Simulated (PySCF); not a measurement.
# Ionisation energy along the 12-electron series

Calculated with PySCF 2.14 and a two-component X2C-1e Hamiltonian (Gaussian nucleus, no Breit or QED terms), each ion in its own even-tempered basis scaled to its charge; GMP2 freezes 1s2 and drops the highest virtual spinors. Values in eV. NIST values: (m) measured, (s) semi-empirical, (t) theoretical.

| ion | configuration | GHF (spin-free) | GHF (screened spin-orbit) | GMP2 (screened spin-orbit) | NIST |
| --- | --- | --- | --- | --- | --- |
| Rh³³⁺ | [Ne] 3s2 | 2057.0 | 2057.0 | 2060.2 | 2063 ± 3 (s) |
| Ag³⁵⁺ | [Ne] 3s2 | 2296.0 | 2295.9 | 2299.2 | 2302 ± 3 (s) |

Question: Fill in the row of Pd³⁴⁺.

Answer: configuration: [Ne] 3s2; GHF (spin-free): 2174.8; GHF (screened spin-orbit): 2174.7; GMP2 (screened spin-orbit): 2178.0; NIST: 2181 ± 3 (s).
